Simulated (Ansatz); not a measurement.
Geometry optimisation, Ansatz 0.2.0, UKS r2SCANh/def2-SVP.

Input:

```yaml
crystal:
  periodic: [false, false, false]
  atoms:
    - { symbol: O, position_ang: [-1.171, -0.7651, -0.2295] }
    - { symbol: Ge, position_ang: [0.3019, 0.2009, -0.3847] }
    - { symbol: O, position_ang: [0.41775, 0.75916, -2.0541] }
    - { symbol: H, position_ang: [-1.5301, -0.6953, -1.1572] }
    - { symbol: H, position_ang: [1.56572, -0.61752, -0.01735] }
    - { symbol: H, position_ang: [-0.36407, 1.3435, -2.19905] }
magnetization:
  spin_polarized: true
  initial_magnetization: 1
basis:
  gaussian: { orbitals: def2-SVP }
hamiltonian:
  xc: r2scanh
relax:
  f_tol: 0.015
  max_steps: 40
```

Run as:

```bash
$ ansatz run input.yaml --threads 2 --pin off --max-ram 3072MiB --backend cpu --events-out ev --progress --plain --runs-dir out
```

Question: Where does it end, and by what steps?

Answer: The run converged. The force dipped under the threshold on the way, but the program's further checks kept it going. After 17 steps the energy has fallen by 0.194 eV; H4 moved furthest, 0.56 Å.

| step | energy less start (eV) | largest force component (eV/Å) | accepted |
| --- | --- | --- | --- |
| 0 | 0.0000 | 1.718 | yes |
| 1 | -0.0979 | 1.191 | yes |
| 2 | -0.1421 | 0.569 | yes |
| 3 | -0.1724 | 0.262 | yes |
| 4 | -0.1724 | 0.602 | no |
| 5 | -0.1767 | 0.131 | yes |
| 6 | -0.1818 | 0.479 | yes |
| 7 | -0.1503 | 1.680 | no |
| 8 | -0.1880 | 0.127 | yes |
| 9 | -0.1907 | 0.073 | yes |
| 10 | -0.1910 | 0.156 | yes |
| 11 | -0.1917 | 0.095 | yes |
| 12 | -0.1929 | 0.040 | yes |
| 13 | -0.1936 | 0.015 | yes |
| 14 | -0.1925 | 0.231 | no |
| 15 | -0.1938 | 0.035 | yes |
| 16 | -0.1938 | 0.023 | yes |
| 17 | -0.1938 | 0.014 | yes |

```xyz
6
Properties=species:S:1:pos:R:3
O -1.018 -1.054 -0.485
Ge 0.218 0.232 -0.394
O 0.562 0.900 -2.014
H -1.895 -0.745 -0.736
H 1.511 -0.527 -0.023
H -0.157 1.420 -2.390
```

Whether the end is a true minimum wasn't checked by a vibrational analysis.

Run time: 61 s on 2 threads of Arm Neoverse V2, with other jobs on the host, peak memory 0.23 GiB.
